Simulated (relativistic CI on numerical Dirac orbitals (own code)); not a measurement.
## Ar¹⁷⁺: sensitivity of the levels to the model

Base calculation: Dirac-Coulomb-Breit CI, orbitals from a KLI potential per configuration, a model potential for QED.

Configuration list: 1s, 2s, 2p, 3s, 3p, 3d, 4s, 4p, 4d, 4f, 5s, 5p, 5d, 5f, 5g, 6s, 6p, 6d. Levels of other configurations are missing.

The lowest level and the first level of each name with at least 55 % of one term (blank where a level has no safe partner in the second run):

| Level | Base (eV) | Shift (eV) |
| --- | --- | --- |
| 1s 2S_1/2 | 0.00 | 0.00 |
| 2p 2P°_1/2 | 3318.18 | -12.05 |
| 2s 2S_1/2 | 3318.34 | -12.21 |
| 2p 2P°_3/2 | 3323.00 | -16.87 |
| 3p 2P°_1/2 | 3934.30 | -15.92 |
| 3s 2S_1/2 | 3934.34 | -15.97 |
| 3d 2D_3/2 | 3935.72 | -17.34 |
| 3p 2P°_3/2 | 3935.72 | -17.35 |
| 3d 2D_5/2 | 3936.19 | -17.82 |
| 4p 2P°_1/2 | 4149.74 | -17.08 |
| 4s 2S_1/2 | 4149.76 | -17.10 |
| 4d 2D_3/2 | 4150.34 | -17.68 |
| 4p 2P°_3/2 | 4150.34 | -17.68 |
| 4f 2F°_5/2 | 4150.54 | -17.88 |

**Question.** One thing was changed in a second run, which moved the levels as shown. Which?
A. configuration mixing switched off
B. non-relativistic limit
C. Breit term removed
D. QED terms removed

**Answer.** B. Non-relativistic limit. Without relativity the fine structure collapses and s electrons lose their extra binding.
